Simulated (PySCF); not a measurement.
Cd(Br)(Et) (C2H5BrCd), SMILES C[CH2][Cd][Br]. Atoms are numbered in the order given.

```xyz
9

Cd     0.1828    -0.4046     0.0000
Br    -0.1575     2.0227     0.0000
C      0.4763    -2.5174     0.0000
C     -0.8106    -3.3448     0.0000
H      1.1014    -2.7339    -0.8908
H      1.1014    -2.7339     0.8908
H     -1.4394    -3.1490     0.8924
H     -1.4394    -3.1490    -0.8924
H     -0.5823    -4.4337     0.0000
```

Geometry optimised at PBE-D3(BJ)/def2-SVP. The def2 effective core potentials stand for the cores of Cd; spin–orbit coupling is left out. The values are those of a single conformer.

These are PBE-D3(BJ)/def2-SVP (PySCF) values and carry that method's errors.

Frequencies are harmonic and unscaled.

```
mode  ν (cm⁻¹)  IR (km/mol)  moving atoms (share of kinetic energy)
----  --------  -----------  --------------------------------------
1           60          0.7        Cd 36 %, C 32 %, Br 19 %, H 14 %
2           81          0.9        H 31 %, Cd 30 %, C 27 %, Br 11 %
3          207          6.1                 C 50 %, Br 27 %, H 15 %
4          238          0.8                          H 88 %, C 10 %
5          254         18.4         Br 36 %, Cd 35 %, C 20 %, H 9 %
6          473         12.2                 C 65 %, H 21 %, Cd 14 %
7          628         20.2                          H 83 %, C 17 %
8          912          1.9                           H 92 %, C 8 %
9          937          5.3                          H 84 %, C 16 %
10        1023          2.2                          C 76 %, H 24 %
11        1138         62.5                          H 68 %, C 32 %
12        1199          2.9                          H 76 %, C 24 %
13        1345          6.4                          H 82 %, C 18 %
14        1391          0.5                          H 90 %, C 10 %
15        1422          1.6                                  H 97 %
16        1424          7.9                                  H 97 %
17        2953         40.4                                  H 97 %
18        2992          8.4                                  H 95 %
19        3031         15.5                           H 91 %, C 9 %
20        3044          0.2                           H 91 %, C 9 %
21        3063         19.7                          H 90 %, C 10 %
```
